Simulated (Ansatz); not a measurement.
A nudged elastic band was laid between two geometries of ClGeH3N (6 atoms, charge 0, multiplicity 2).

Theory: Ansatz 0.2.0, UKS PBE0/def2-SVP.

```
movable images  : 5
climbing image  : yes
spring          : 5.0 eV/Å²
optimiser       : quadratic models (default)
start path      : through a guess of the saddle point
force threshold : 0.05 eV/Å
iteration limit : 60
end points      : relaxed
```

Initial state:

```xyz
6
Properties=species:S:1:pos:R:3
N -0.450 0.315 -0.782
Ge 0.072 -0.155 0.913
Cl 1.255 -1.967 0.626
H -0.977 1.182 -0.866
H -0.896 -0.414 -1.334
H 1.039 0.973 1.395
```

Final state:

```xyz
6
Properties=species:S:1:pos:R:3
N -0.225 0.393 -1.424
Ge 0.005 0.207 0.400
Cl 0.496 -1.832 0.972
H -1.317 0.574 1.085
H -0.093 -0.508 -1.906
H 1.176 1.102 0.826
```

Task: Which bonds break or form, and what moves?

Result: Bonds broken: N1–H4. Bonds formed: Ge2–H4.

Task: Give the energies along the band, and the barrier.

Result: It converged. The highest image is number 3 of 0 to 6, 59.0 kcal/mol above the first end and 30.0 kcal/mol above the last; the last end lies 29.0 kcal/mol above the first. Neighbouring images differ by up to 2.0 eV, so the band resolves the path poorly. A vibrational analysis at the climbing image gives one clearly imaginary mode, 1662i cm⁻¹: a first-order saddle point.

```json
{"image": "0", "path coordinate (Å)": "0.00", "energy (kcal/mol)": "0.0", "N1–H4 (Å)": "1.02", "Ge2–H4 (Å)": "2.46"}
{"image": "1", "path coordinate (Å)": "0.63", "energy (kcal/mol)": "0.9", "N1–H4 (Å)": "1.02", "Ge2–H4 (Å)": "2.43"}
{"image": "2", "path coordinate (Å)": "1.26", "energy (kcal/mol)": "11.8", "N1–H4 (Å)": "1.04", "Ge2–H4 (Å)": "2.06"}
{"image": "3", "path coordinate (Å)": "1.90", "energy (kcal/mol)": "59.0", "N1–H4 (Å)": "1.56", "Ge2–H4 (Å)": "1.64"}
{"image": "4", "path coordinate (Å)": "2.44", "energy (kcal/mol)": "39.3", "N1–H4 (Å)": "2.19", "Ge2–H4 (Å)": "1.55"}
{"image": "5", "path coordinate (Å)": "2.97", "energy (kcal/mol)": "30.1", "N1–H4 (Å)": "2.65", "Ge2–H4 (Å)": "1.54"}
{"image": "6", "path coordinate (Å)": "3.51", "energy (kcal/mol)": "29.0", "N1–H4 (Å)": "2.74", "Ge2–H4 (Å)": "1.53"}
```

Task: What is the geometry of the highest image?

Result: 
```xyz
6
Properties=species:S:1:pos:R:3
N -0.253 0.503 -1.188
Ge 0.226 0.084 0.529
Cl 0.780 -1.949 1.043
H -1.248 0.569 0.012
H -0.678 -0.330 -1.622
H 1.215 1.058 1.182
```

The band took 8 iterations and roughly 110 core-seconds.

Run time: 60 s on 2 threads of Intel(R) Xeon(R) 6975P-C (Granite Rapids), with other jobs on the host, peak memory 0.23 GiB.
